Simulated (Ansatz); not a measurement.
`[OH][Ti]([OH])([F])[I]` + HCl → `[OH][Ti]([OH])([F])[Cl]` + HI  (ligand exchange at a Ti–I bond)

Gas-phase electronic energies from Ansatz, PBE0-D4/def2-TZVP geometries. CCSD(T)/CBS adds triple-zeta CCSD(T) − MP2 to the extrapolated MP2 energy (def2 sets, frozen cores). This one scheme is used for every species. Elements past krypton have def2 core potentials. For I, Ti outer-core shells are correlated without core-valence functions, which leaves a few kJ/mol of doubt a bond. Scalar relativity is left out up to krypton. One conformer a species, not always the lowest.

| species | CCSD(T)/CBS(def2) energy (Eh) |
| --- | --- |
| `[OH][Ti]([OH])([F])[I]` | -1397.94349 |
| HCl | -460.38127 |
| `[OH][Ti]([OH])([F])[Cl]` | -1560.29034 |
| HI | -298.03592 |

Q: Work out ΔE.

A: ΔE = (-1560.29034) + (-298.03592) − (-1397.94349) − (-460.38127) = -0.00150 Eh = -0.04 eV.

Largest T1 diagnostic among the species: 0.024, so the coupled-cluster value is less sure than usual.

The D4 term adds +0.03 eV with B3LYP and +0.02 eV with PBE0; it sums over pairs of atoms, weighted by their polarisabilities, and B3LYP, whose exchange is more repulsive, gets the larger term. In def2-TZVPP, CCSD(T) changes the Hartree–Fock value by +0.11 eV (the triples alone add +0.04 eV) and MP2 by +0.20 eV.

B3LYP here is the variant with VWN-RPA as its local correlation; programs differ in this.
